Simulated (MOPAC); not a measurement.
Job for MOPAC: PM7 on CH3FN2 (a complex), monomers drawn apart or pushed together.

```
PM7 1SCF PRECISE CHARGE=0 THREADS=1
CH3FN2

N     -0.43196087 1     0.02126841 1    -0.04456278 1
N      0.49950556 1     0.05338491 1    -0.61087476 1
C     -0.30572962 1    -0.78929550 1     4.65803084 1
F      0.91145968 1    -0.76294531 1     3.98559390 1
H     -1.10543627 1    -0.60512323 1     3.94022191 1
H     -0.43031670 1    -1.77027116 1     5.11823501 1
H     -0.29963559 1    -0.01254508 1     5.42369854 1
```

The log:

```
*******************************************************************************
 **                                                                           **
 **                              MOPAC v23.2.5                                **
 **                                                                           **
 *******************************************************************************
 ** MOPAC's Digital Object Identifier: https://doi.org/10.5281/zenodo.6511958 **
 **                                                                           **
 ** Please cite the open-source release paper for use of this MOPAC version:  **
 ** J. E. Moussa and J. J. P. Stewart (2026)                                  **
 ** MOPAC: An open-source semiempirical molecular orbital program             **
 ** J. Open Source Softw., 11(119), 8025, https://doi.org/10.21105/joss.08025 **
 *******************************************************************************

                              PM7 CALCULATION RESULTS

 *******************************************************************************
 *  PM7        - The PM7 Hamiltonian to be used
 *
 *
 *
 *                 CHARGE ON SYSTEM = 0
 *
 *
 *
 *  PRECISE    - TIGHTER CRITERIA TO BE USED
 *  1SCF       - DO 1 SCF AND THEN STOP
 *  THREADS=1  - MULTI-THREADING NOT USED
 *  T=         - A TIME OF 172800.0 SECONDS REQUESTED
 *  DUMP=N     - RESTART FILE WRITTEN EVERY 7200.0 SECONDS REQUESTED
 *******************************************************************************
PM7 1SCF PRECISE CHARGE=0 THREADS=1
 CH3FN2

   ATOM   CHEMICAL          X               Y               Z
  NUMBER   SYMBOL      (ANGSTROMS)     (ANGSTROMS)     (ANGSTROMS)

     1       N         -0.43196087  *   0.02126841  *  -0.04456278  *
     2       N          0.49950556  *   0.05338491  *  -0.61087476  *
     3       C         -0.30572962  *  -0.78929550  *   4.65803084  *
     4       F          0.91145968  *  -0.76294531  *   3.98559390  *
     5       H         -1.10543627  *  -0.60512323  *   3.94022191  *
     6       H         -0.43031670  *  -1.77027116  *   5.11823501  *
     7       H         -0.29963559  *  -0.01254508  *   5.42369854  *



          CARTESIAN COORDINATES

    NO.       ATOM           X           Y           Z

     1         N         -0.4320      0.0213     -0.0446
     2         N          0.4995      0.0534     -0.6109
     3         C         -0.3057     -0.7893      4.6580
     4         F          0.9115     -0.7629      3.9856
     5         H         -1.1054     -0.6051      3.9402
     6         H         -0.4303     -1.7703      5.1182
     7         H         -0.2996     -0.0125      5.4237

 General Reference for PM7:
 "Optimization of Parameters for Semiempirical Methods VI: More Modifications to the
 NDDO Approximations and Re-optimization of Parameters", J. J. P. Stewart, J. Mol. Mod., 1:32, 19 (2013)
 https://link.springer.com/article/10.1007/s00894-012-1667-x

           Empirical Formula: C H3 N2 F  =     7 atoms



      MOLECULAR POINT GROUP   :   Cs


      RHF CALCULATION, NO. OF DOUBLY OCCUPIED LEVELS = 12


 -------------------------------------------------------------------------------
 PM7 1SCF PRECISE CHARGE=0 THREADS=1
 CH3FN2



     1SCF WAS SPECIFIED, SO BFGS WAS NOT USED
     SCF FIELD WAS ACHIEVED


                              PM7 CALCULATION
                                                       MOPAC v23.2.5 Linux




          FINAL HEAT OF FORMATION =        -14.58778 KCAL/MOL =     -61.03529 KJ/MOL


          COSMO AREA              =        116.98 SQUARE ANGSTROMS
          COSMO VOLUME            =         88.85 CUBIC ANGSTROMS

          IONIZATION POTENTIAL    =         13.327230 EV
          HOMO LUMO ENERGIES (EV) =        -13.327  0.212
          NO. OF FILLED LEVELS    =         12
          MOLECULAR WEIGHT        =         62.0465         POINT GROUP:  Cs

          MOLECULAR DIMENSIONS (Angstroms)

            Atom       Atom       Distance
            H     7    N     2     6.08761
            H     5    F     4     2.01178
            N     2    H     6     1.76863


          SCF CALCULATIONS        =          1





   ATOM   CHEMICAL          X               Y               Z
  NUMBER   SYMBOL      (ANGSTROMS)     (ANGSTROMS)     (ANGSTROMS)

     1       N         -0.43196087  *   0.02126841  *  -0.04456278  *
     2       N          0.49950556  *   0.05338491  *  -0.61087476  *
     3       C         -0.30572962  *  -0.78929550  *   4.65803084  *
     4       F          0.91145968  *  -0.76294531  *   3.98559390  *
     5       H         -1.10543627  *  -0.60512323  *   3.94022191  *
     6       H         -0.43031670  *  -1.77027116  *   5.11823501  *
     7       H         -0.29963559  *  -0.01254508  *   5.42369854  *

                             CARTESIAN COORDINATES

   1    N       -0.431960870     0.021268410    -0.044562780
   2    N        0.499505560     0.053384910    -0.610874760
   3    C       -0.305729620    -0.789295500     4.658030840
   4    F        0.911459680    -0.762945310     3.985593900
   5    H       -1.105436270    -0.605123230     3.940221910
   6    H       -0.430316700    -1.770271160     5.118235010
   7    H       -0.299635590    -0.012545080     5.423698540


           Empirical Formula: C H3 N2 F  =     7 atoms



      MOLECULAR POINT GROUP   :   Cs


                  EIGENVALUES
 -43.08952 -40.20534 -24.90762 -21.79619 -16.74258 -16.74250 -16.68543 -16.68036
 -15.75300 -13.40176 -13.33062 -13.32723   0.21191   0.21664   2.94482   3.85538
   5.18348   5.19733   5.79556


              NET ATOMIC CHARGES AND DIPOLE CONTRIBUTIONS

  ATOM NO.   TYPE          CHARGE      No. of ELECS.   s-Pop       p-Pop
    1          N          -0.004647        5.0046     1.82594     3.17870
    2          N           0.004648        4.9954     1.82571     3.16965
    3          C          -0.206523        4.2065     1.09777     3.10875
    4          F          -0.203608        7.2036     1.97312     5.23049
    5          H           0.137840        0.8622     0.86216
    6          H           0.136148        0.8639     0.86385
    7          H           0.136143        0.8639     0.86386
 DIPOLE           X         Y         Z       TOTAL
 POINT-CHG.    -1.777    -0.037     0.971     2.025
 HYBRID         0.172     0.002    -0.085     0.192
 SUM           -1.604    -0.035     0.887     1.833


          ATOMIC ORBITAL ELECTRON POPULATIONS

     Atom    s        px        py        pz
    1  N   1.82594   1.12886   1.00188   1.04796
    2  N   1.82571   1.12543   0.99842   1.04580
    3  C   1.09777   0.88678   1.15107   1.07091
    4  F   1.97312   1.41814   1.99393   1.81841
    5  H   0.86216
    6  H   0.86385
    7  H   0.86386

 **********************
 *                    *
 * JOB ENDED NORMALLY *
 *                    *
 **********************




 == MOPAC DONE ==
```

The run finished.

Cost: around 0.010 core-seconds (rough).
